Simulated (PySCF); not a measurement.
C₂H₁₀O₂Si₂, SMILES C[C@H](O)[SiH2]O[SiH3]. Atoms are numbered in the order given.

```xyz
16

C     -2.3718    -1.0497    -0.0932
C     -1.6716     0.0910    -0.8300
O     -0.9694    -0.3770    -1.9821
Si    -0.4031     0.9991     0.2354
O      0.8495    -0.1066     0.3342
Si     2.3867    -0.2176     0.9572
H     -3.0097    -1.6150    -0.7910
H     -2.9984    -0.6707     0.7305
H     -1.6339    -1.7477     0.3376
H     -2.4286     0.8012    -1.2046
H     -0.2142    -0.8871    -1.6589
H      0.0875     2.2444    -0.4211
H     -0.8978     1.3246     1.6073
H      3.2453     0.8736     0.4115
H      2.9496    -1.5389     0.5707
H      2.3491    -0.1045     2.4442
```

Geometry optimised at ωB97X-D3(BJ)/def2-SVP. The structure was generated by enumeration; whether it is a known compound was not checked. The values are those of a single conformer.

All values below come from TDA-PBE/def2-SVPD (PySCF).

Vertical excitations. Isolated molecule, no solvent.

Computed excitation energies, oscillator strengths and character:
```json
[
 {"state": "S1", "energy (eV)": "4.91", "λ (nm)": "252", "f": "0.012", "main pairs": "HOMO→LUMO 99 %"},
 {"state": "S2", "energy (eV)": "6.05", "λ (nm)": "205", "f": "0.004", "main pairs": "HOMO→LUMO+1 75 %, HOMO→LUMO+2 23 %"},
 {"state": "S3", "energy (eV)": "6.11", "λ (nm)": "203", "f": "0.039", "main pairs": "HOMO→LUMO+2 75 %, HOMO→LUMO+1 22 %"},
 {"state": "S4", "energy (eV)": "6.19", "λ (nm)": "200", "f": "0.000", "main pairs": "HOMO−1→LUMO 99 %"},
 {"state": "S5", "energy (eV)": "6.27", "λ (nm)": "198", "f": "0.002", "main pairs": "HOMO−2→LUMO 90 %"},
 {"state": "S6", "energy (eV)": "6.29", "λ (nm)": "197", "f": "0.005", "main pairs": "HOMO→LUMO+3 90 %"},
 {"state": "T1", "energy (eV)": "4.74", "λ (nm)": "261", "f": "0", "main pairs": "HOMO→LUMO 99 %"},
 {"state": "T2", "energy (eV)": "5.88", "λ (nm)": "211", "f": "0", "main pairs": "HOMO→LUMO+1 99 %"}
]
```
Triplets are in the Tamm–Dancoff approximation.
